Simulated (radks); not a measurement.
Values are calculated unless marked as measured or tabulated.
Valence configurations of Dy III (all share [Xe]). Code: a radial shooting solver on a logarithmic mesh with Libxc functionals. Model: Dirac Kohn-Sham, PBEsol, spin-unpolarised, spherical densities, finite nucleus; open shells fill j = l - 1/2 first; Fermi nuclear charge, rms radius 5.2218 fm. Order these by energy: 4f9 5d1; 4f8 6p2; 4f8 5d2; 4f9 6s1; 4f10; 4f9 6p1; 4f9 5d0.5 6s0.5.

Answer. From the lowest, in eV above it: 4f10 0.000; 4f9 5d1 5.015; 4f9 5d0.5 6s0.5 5.125; 4f9 6s1 5.380; 4f9 6p1 9.661; 4f8 5d2 14.861; 4f8 6p2 27.687. NIST lists [Xe] 4f10 as the ground configuration; this level of theory agrees among the configurations tried. The energies are those of spherical spin-averaged densities, not of single terms.
